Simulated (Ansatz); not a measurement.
```yaml
crystal:
  periodic: [false, false, false]
  atoms:
    - {symbol: Si, position_ang: [-0.970630, 1.946276, -0.477780]}
    - {symbol: C, position_ang: [-0.151543, 1.189141, 1.009919]}
    - {symbol: In, position_ang: [1.268018, -0.349463, 0.450488]}
    - {symbol: Si, position_ang: [0.394771, -2.634197, -0.355543]}
    - {symbol: H, position_ang: [-1.702319, 0.898764, -1.246019]}
    - {symbol: H, position_ang: [-1.941498, 3.023997, -0.136106]}
    - {symbol: H, position_ang: [0.050239, 2.533455, -1.393225]}
    - {symbol: H, position_ang: [0.365927, 1.954800, 1.592980]}
    - {symbol: H, position_ang: [-0.917559, 0.726421, 1.639633]}
    - {symbol: H, position_ang: [2.952109, 0.040471, 0.533009]}
    - {symbol: H, position_ang: [1.158082, -3.763172, 0.247170]}
    - {symbol: H, position_ang: [0.539315, -2.736440, -1.836191]}
    - {symbol: H, position_ang: [-1.044911, -2.830063, -0.028325]}
basis:
  gaussian: {orbitals: def2-TZVP}
total_charge: -1
magnetization: {spin_polarized: true, initial_magnetization: 1}
hamiltonian: {xc: {name: PBE}}
output: {forces: true}
```

```sh
$ ansatz run in.yaml --threads 4 --pin off --events-out ev --progress --plain --max-ram 10444MiB
```

Output, abridged:

```
Functional definition: PBE
1468 factors; their error is unknown
mean field evaluation 1: about -22096.0733 eV, gradient 3.9e1 eV
mean field evaluation 2: about -22080.9297 eV, gradient 6.0e1 eV
mean field evaluation 4: about -22103.5482 eV, gradient 4.5e0 eV
mean field evaluation 8: about -22103.6449 eV, gradient 1.2e-1 eV
mean field evaluation 16: about -22103.6239 eV, gradient 2.4e-4 eV
mean field -22103.62394692 eV, -812.2931976748 hartree, gradient 3.6e-5 eV, S^2 0.752540; 1 other end points of the search recorded, 0 dependent functions left out
reference -22103.62402256 eV, -812.2932004548 hartree; 33, 32 occupied and 176, 177 virtual orbitals, 1468 factors
Total energy: -22103.62402256 eV, -812.2932004548 hartree
Atom 0 at    -0.970630     1.946276    -0.477780 Å, force     0.554757    -0.467302     0.296992 eV/Å
Atom 1 at    -0.151543     1.189141     1.009919 Å, force    -0.543129     0.433831    -0.167274 eV/Å
Atom 2 at     1.268018    -0.349463     0.450488 Å, force     0.260803    -0.649232    -0.009303 eV/Å
Atom 3 at     0.394771    -2.634197    -0.355543 Å, force     0.396359     0.983982     0.259541 eV/Å
Atom 4 at    -1.702319     0.898764    -1.246019 Å, force    -0.196521    -0.037003    -0.140517 eV/Å
Atom 5 at    -1.941498     3.023997    -0.136106 Å, force    -0.398819     0.388851    -0.030142 eV/Å
Atom 6 at     0.050239     2.533455    -1.393225 Å, force     0.032987     0.181084    -0.158820 eV/Å
Atom 7 at     0.365927     1.954800     1.592980 Å, force     0.110603     0.142098     0.169432 eV/Å
Atom 8 at    -0.917559     0.726421     1.639633 Å, force    -0.100705    -0.043863     0.179526 eV/Å
Atom 9 at     2.952109     0.040471     0.533009 Å, force     0.244161     0.080207    -0.018472 eV/Å
Atom 10 at     1.158082    -3.763172     0.247170 Å, force     0.049079    -0.402357    -0.035721 eV/Å
Atom 11 at     0.539315    -2.736440    -1.836191 Å, force    -0.108432    -0.412938    -0.317157 eV/Å
Atom 12 at    -1.044911    -2.830063    -0.028325 Å, force    -0.301143    -0.197358    -0.028084 eV/Å
Dipole moment:    -0.258200     0.258167     0.116477 e Å
```

Run time 4.2 s (4 threads of an Intel Xeon Platinum 8488C on a shared host); peak host memory 0.54 GiB.
